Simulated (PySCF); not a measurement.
Electron correlation in Co²⁺ (cobalt, charge +2)

[Ar] 3d6 4p1, one real determinant (an excited configuration). Computed with PySCF 2.14 in x2c-TZVPPall with one added diffuse shell each of s, p, d, f type (7s6p5d3f1g, 80 functions), with scalar relativity by spin-free X2C-1e. Frozen: [Ne]; 15 electrons correlated.

MP2 pair energies summed by pair of shells (mhartree):

| pair | energy | share (%) |
| --- | --- | --- |
| 3p-3d | -179.83 | 40.5 |
| 3d-3d | -114.33 | 25.8 |
| 3p-3p | -63.23 | 14.3 |
| 3s-3d | -32.24 | 7.3 |
| 3s-3p | -28.60 | 6.4 |
| 3d-4p | -12.70 | 2.9 |
| 3p-4p | -7.96 | 1.8 |
| 3s-3s | -3.95 | 0.9 |
| 3s-4p | -0.65 | 0.1 |

Total MP2 correlation energy: -443.49 mhartree.

Same-spin part -154.34 and opposite-spin part -289.15 mhartree; SCS-MP2 scales them by 1/3 and 6/5 to -398.43 mhartree.

The reference is one real determinant that mixes LS terms of this configuration.

This basis was not built for core-valence correlation, so the inner-shell part is incomplete.
